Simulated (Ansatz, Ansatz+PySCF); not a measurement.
| atom | x (Å) | y (Å) | z (Å) |
| --- | --- | --- | --- |
| Mg | 0.0000 | 0.0000 | 0.0000 |
| O | 0.0000 | 0.0000 | 2.1000 |

Basis set: 6-31G (spherical functions). Charge 0, multiplicity 1.

Computed with Ansatz (development build ahead of 0.2.0); each method stands on the lowest determinant of its kind that the runs found.

**Question.** Give the atomization energy at this shape (free ground-state atoms in the same class of orbitals less the molecule, no zero-point energy) of singlet MgO by PBE0 (unrestricted), PBE (unrestricted), UHF.

**Answer.**

```json
{"method": "PBE0 (unrestricted)", "atomization energy": "165.4 kJ/mol"}
{"method": "PBE (unrestricted)", "atomization energy": "198.5 kJ/mol"}
{"method": "UHF", "atomization energy": "53.5 kJ/mol"}
```

Caution: the shape is not the minimum; the unrestricted determinant is a mixture of spin states.

This basis has no polarisation functions and is too small for such energies, which can lie far from measured ones in either direction.
